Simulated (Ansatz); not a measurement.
CH5FOSi2 (`O[Si]1(F)C[SiH2]1`). The species carries charge 0 and has multiplicity 1.

Cartesian coordinates in Å:
```
O -1.5206 -1.3394 -0.9455
Si -0.8307 -0.4243 0.2115
F -1.5055 -0.7219 1.6271
C 1.0113 -0.2363 0.2687
Si 0.2355 1.4814 -0.2206
H -1.4582 -2.2942 -0.8686
H 1.6131 -0.7142 -0.5040
H 1.5174 -0.2599 1.2335
H 0.5371 1.9556 -1.5929
H 0.4005 2.5532 0.7909
```

Q: Give the diagnostics of a CCSD(T)/def2-TZVPP run (frozen core, Ansatz 0.2.0). (Best estimate.)

A: The calculation gave: T1 = 0.0126, largest single amplitude 0.015, largest double 0.028, (T) share of the correlation energy 3.6 %, 10 CCSD cycles. The RHF solution is stable towards an unrestricted one. T1 lies under the customary mark of 0.02 for closed shells.
